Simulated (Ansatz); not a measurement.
Reaction (SMILES): [Cl][Ge] (Cl-Ge) → Cl atom + Ge atom
B3LYP-D3(BJ)/def2-TZVP geometries, fixed; electronic energies without zero-point terms.
Largest species:
```xyz
2

Ge     0.0000     0.0000    -0.7621
Cl     0.0000     0.0000     1.4345
```
Charge 0, spin multiplicity 2.

Basis-set convergence of the atomisation energy at HF with Ansatz (a quantum-chemistry and plane-wave program). Cartesian d functions, on some or all atoms, in 3-21G, 6-31G; all else is spherical. Open shells are unrestricted. No added dispersion term, no relativity. Functions are those of the species that has most. Reference: the value in pcseg-4, 63.49 kcal/mol, itself unsure by roughly 0.11 kcal/mol (its mean distance from aug-pcseg-3, aug-cc-pV(Q+d)Z, cc-pV(5+d)Z).

| basis | functions | atomisation energy (kcal/mol) |
|---|---|---|
| STO-3G | 27 | 90.84 |
| 3-21G | 36 | 54.51 |
| 6-31G | 42 | (withheld) |
| cc-pV(D+d)Z | 50 | (withheld) |
| def2-SVP | 50 | (withheld) |
| pcseg-2 | 77 | (withheld) |
| cc-pV(T+d)Z | 82 | 62.89 |
| def2-TZVPP | 90 | 63.26 |
| def2-TZVPPD | 105 | 63.60 |
| cc-pV(Q+d)Z | 132 | 63.27 |
| pcseg-3 | 132 | 63.35 |
| def2-QZVP | 145 | 63.28 |
| def2-QZVPP | 159 | 63.38 |
| def2-QZVPPD | 174 | 63.44 |
| aug-cc-pV(Q+d)Z | 182 | 63.35 |
| aug-pcseg-3 | 182 | 63.43 |
| cc-pV(5+d)Z | 204 | 63.37 |
| pcseg-4 | 216 | 63.49 |

Task: What belongs in the gaps?

Result: 
- 6-31G, atomisation energy (kcal/mol): 48.50
- cc-pV(D+d)Z, atomisation energy (kcal/mol): 59.96
- def2-SVP, atomisation energy (kcal/mol): 60.63
- pcseg-2, atomisation energy (kcal/mol): 62.20
